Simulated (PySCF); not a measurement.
# From computed data to an observable: oscillator strength and radiative lifetime

C2H6OSi2, SMILES C1=C[Si@H]([SiH2]1)O.

Coordinates come from a B3LYP-D3(BJ)/def2-SVP optimisation. The structure was generated by enumeration; whether it is a known compound was not checked. Other conformers were not sampled.

TDA-PBE/def2-SVPD run with PySCF puts the first singlet state with f over 0.02 at 6.07 eV (vertical), with the transition dipole (0.395, 0.174, 0.084) in atomic units.

### Question
Find the oscillator strength, the wavelength and the radiative lifetime that this transition would have in vacuum if emission retraced absorption.

### Answer

|μ|² = 0.1934 au, so |μ| = 1.12 D. ΔE = 6.07/27.211 = 0.2231 hartree. f = (2/3) ΔE |μ|² = 0.029 (the program prints 0.029).
λ = 1239.84/6.07 = 204 nm; ν = 48958 cm⁻¹.
Einstein's coefficient A = 0.6670 ν² f s⁻¹ (ν in cm⁻¹) = 4.6e7 s⁻¹, so τ = 1/A = 22 ns. This state is S5; the lower singlets have f = 0.001, 0.001, 0.019, 0.006. The figure is the radiative limit of this one transition; relaxation, internal conversion, crossing to triplets and a medium change what is measured.
